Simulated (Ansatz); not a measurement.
Relaxation of Ge₄H₅ with UKS r2SCAN-D4/def2-SVP.

```sh
$ ansatz run in.yaml --threads 4 --pin off --events-out ev --progress --plain --max-ram 4787MiB
```

```yaml
crystal:
  periodic: [false, false, false]
  atoms:
    - {symbol: Ge, position_ang: [1.485240, -0.303540, -0.418480]}
    - {symbol: Ge, position_ang: [-0.061960, -2.140820, -0.558370]}
    - {symbol: Ge, position_ang: [-1.436580, -0.451490, 0.461290]}
    - {symbol: Ge, position_ang: [-0.067570, 1.457140, 0.024400]}
    - {symbol: H, position_ang: [-0.489780, 2.064260, -1.278690]}
    - {symbol: H, position_ang: [-0.493660, -2.114480, -2.017930]}
    - {symbol: H, position_ang: [2.135040, -0.499460, 0.947580]}
    - {symbol: H, position_ang: [-1.205510, -0.677530, 1.952500]}
    - {symbol: H, position_ang: [0.134780, 2.665920, 0.887700]}
basis:
  gaussian: {orbitals: def2-SVP}
magnetization: {spin_polarized: true, initial_magnetization: 1}
hamiltonian: {xc: r2scan, dispersion: d4}
scf: {lower_state_search: "off"}
output: {orbitals: {seedname: orbitals}}
relax: {f_tol: 0.02, max_steps: 100}
```

Run time 40 s (4 threads of Arm Neoverse V1 on a shared host).

Positions (Å) and forces (eV/Å) at steps 1, 2, 3, 4, 5, 6, 7, 8 of 8:

```xyz
9
step=1 energy=-226124.9091 eV
Ge    1.485   -0.304   -0.418    0.293   -0.042   -0.118
Ge   -0.062   -2.141   -0.558   -0.043   -0.286   -0.228
Ge   -1.437   -0.451    0.461   -0.311   -0.068    0.066
Ge   -0.068    1.457    0.024   -0.125    0.289   -0.382
H    -0.490    2.064   -1.279   -0.254    0.178   -0.798
H    -0.494   -2.114   -2.018   -0.170   -0.358   -0.609
H     2.135   -0.499    0.948    0.366   -0.048    0.608
H    -1.206   -0.678    1.952    0.035   -0.059    0.697
H     0.135    2.666    0.888    0.208    0.394    0.763
9
step=2 energy=-226125.1665 eV
Ge    1.502   -0.299   -0.338   -0.007    0.033   -0.191
Ge   -0.095   -2.132   -0.673    0.046    0.125    0.157
Ge   -1.407   -0.446    0.535   -0.105    0.026   -0.156
Ge   -0.091    1.527   -0.044    0.035   -0.132    0.082
H    -0.527    2.101   -1.391   -0.036    0.046   -0.113
H    -0.530   -2.252   -2.156   -0.019    0.009   -0.055
H     2.196   -0.490    1.039   -0.060   -0.052    0.164
H    -1.206   -0.668    2.060    0.143   -0.038    0.099
H     0.158    2.660    0.969    0.003   -0.016    0.013
9
step=3 energy=-226125.1836 eV
Ge    1.507   -0.294   -0.342    0.056   -0.004   -0.026
Ge   -0.093   -2.118   -0.667   -0.007    0.052   -0.024
Ge   -1.413   -0.442    0.535   -0.061   -0.012    0.010
Ge   -0.094    1.523   -0.055    0.008   -0.025    0.020
H    -0.532    2.100   -1.408   -0.002    0.019   -0.006
H    -0.531   -2.237   -2.154    0.000   -0.015    0.005
H     2.148   -0.504    1.066   -0.080   -0.005    0.050
H    -1.150   -0.675    2.056    0.094    0.006   -0.001
H     0.158    2.647    0.969   -0.009   -0.017   -0.029
9
step=4 energy=-226125.1972 eV
Ge    1.511   -0.294   -0.338    0.122   -0.010    0.262
Ge   -0.099   -2.099   -0.687   -0.040   -0.058   -0.137
Ge   -1.413   -0.443    0.540    0.046   -0.015    0.280
Ge   -0.098    1.517   -0.069   -0.045    0.113   -0.120
H    -0.535    2.113   -1.422    0.027   -0.027    0.082
H    -0.538   -2.248   -2.175    0.024    0.013    0.082
H     2.017   -0.513    1.141   -0.075    0.012   -0.204
H    -0.999   -0.667    2.047   -0.050    0.014   -0.208
H     0.154    2.636    0.963   -0.008   -0.042   -0.037
9
step=5 energy=-226125.1983 eV
Ge    1.494   -0.299   -0.308    0.253   -0.013    0.126
Ge   -0.104   -2.101   -0.703   -0.019   -0.013   -0.067
Ge   -1.383   -0.446    0.556   -0.140   -0.032    0.240
Ge   -0.101    1.523   -0.074   -0.027    0.091   -0.079
H    -0.538    2.095   -1.434    0.016   -0.032    0.049
H    -0.544   -2.218   -2.192    0.014    0.009    0.049
H     1.990   -0.532    1.167   -0.062    0.019   -0.152
H    -0.961   -0.683    2.053   -0.033    0.020   -0.157
H     0.146    2.662    0.935   -0.002   -0.049   -0.010
9
step=6 energy=-226125.2046 eV
Ge    1.513   -0.294   -0.307    0.060   -0.023    0.028
Ge   -0.104   -2.087   -0.700   -0.012   -0.011   -0.042
Ge   -1.398   -0.443    0.567   -0.032   -0.027    0.055
Ge   -0.103    1.517   -0.083    0.001    0.031    0.008
H    -0.540    2.087   -1.441    0.008   -0.012    0.026
H    -0.544   -2.206   -2.186    0.005    0.010    0.020
H     1.992   -0.534    1.164   -0.023    0.020   -0.031
H    -0.964   -0.686    2.052    0.000    0.022   -0.037
H     0.147    2.646    0.936   -0.008   -0.010   -0.025
9
step=7 energy=-226125.2058 eV
Ge    1.525   -0.301   -0.292   -0.008    0.005    0.000
Ge   -0.108   -2.075   -0.714    0.001   -0.021    0.003
Ge   -1.399   -0.451    0.586    0.007    0.005   -0.004
Ge   -0.102    1.504   -0.084   -0.002    0.021   -0.003
H    -0.541    2.046   -1.451   -0.001    0.003   -0.002
H    -0.551   -2.153   -2.201    0.001    0.007    0.005
H     1.983   -0.538    1.183   -0.003   -0.005    0.003
H    -0.945   -0.688    2.063    0.005   -0.004    0.000
H     0.137    2.657    0.909    0.000   -0.011   -0.003
9
step=8 energy=-226125.2060 eV
Ge    1.523   -0.302   -0.292    0.001   -0.002    0.000
Ge   -0.108   -2.079   -0.712    0.001    0.000    0.003
Ge   -1.397   -0.451    0.585    0.000   -0.001    0.001
Ge   -0.103    1.505   -0.086   -0.001    0.002   -0.002
H    -0.541    2.051   -1.452    0.000    0.000    0.001
H    -0.551   -2.153   -2.199    0.000    0.001    0.000
H     1.979   -0.538    1.184   -0.003    0.000   -0.001
H    -0.941   -0.687    2.062    0.002    0.000   -0.002
H     0.138    2.654    0.911    0.000   -0.001    0.001
```

The structure comes from a short search, and lower isomers may exist.
